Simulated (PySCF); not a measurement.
**Dipole response of Cr¹¹⁺ (chromium, charge +11)**

[Ne] 3s2 3p1, 2P determinant. All numbers are calculated (PySCF 2.14, the spin-free X2C one-electron Hamiltonian (Gaussian nucleus), in an even-tempered Gaussian basis (19 s from 0.49 bohr⁻², ratio 2.5; 12 p from 0.64 bohr⁻², ratio 2.5; 5 d from 3.8 bohr⁻², ratio 2.7; 4 f from 5.7 bohr⁻², ratio 2.7)). Coupled (time-dependent) response in atomic units; α is the mean over directions.

| method | mean α (bohr³) | α xx, yy, zz | C₆ (like pair) | S(−4) |
| --- | --- | --- | --- | --- |
| UHF | 0.4600 | 0.5094, 0.3612, 0.5094 | 0.2615 | 0.2197 |
| PBE0 | 0.4450 | 0.4949, 0.3453, 0.4949 | 0.2481 | 0.2065 |

S(−4) is the Cauchy moment in α(ω) = α(0) + S(−4) ω² + …

α(iu) at PBE0:

| u (hartree) | α(iu) (bohr³) |
| --- | --- |
| 0 | 0.4450 |
| 0.200 | 0.4369 |
| 0.400 | 0.4147 |
| 0.800 | 0.3471 |
| 1.20 | 0.2773 |
| 1.60 | 0.2203 |
| 2.00 | 0.1773 |
| 3.00 | 0.1119 |
| 4.00 | 0.07846 |
| 6.00 | 0.04754 |
| 10.0 | 0.02624 |

A single London oscillator, α(iu) = α/(1 + u²/ω²), gives C₆ = (3/4) ω α². Matching the computed C₆ needs ω = 4 × 0.2481 / (3 × 0.4450²) = 1.67 hartree.

For an ion, C₆ is the dispersion term alone; charge-induced terms of lower order in 1/R come first.

The components differ because the open shell of this determinant is not spherical; for a pure term their mean is the scalar polarisability.
